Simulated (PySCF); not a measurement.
## How methods differ on the ionisation energy of Te

Te [Kr] 4d10 5s2 5p4 (3P) → Te⁺ [Kr] 4d10 5s2 5p3 (4S), as a difference of total energies. Calculation: PySCF 2.14, in cc-pVDZ-PP with ECP28MDF; scalar relativity through the core potential. Correlated levels: valence: 4s2 4p6 4d10 frozen. The calculations carry no spin-orbit coupling.

```
           method  ionisation energy (eV)  error (eV)
              UHF                   7.700      -1.049
             PBE0                   8.686      -0.063
             BP86                   8.875      +0.126
    MP2 (valence)                   8.058      -0.691
SCS-MP2 (valence)                   8.071      -0.678
   CCSD (valence)                   8.083      -0.666
CCSD(T) (valence)                   8.088      -0.661
```

Reference: 8.749 eV (measured; NIST levels, between the centres of gravity of the two terms).

Errors of the correlated levels include the incompleteness of this basis and the frozen core.
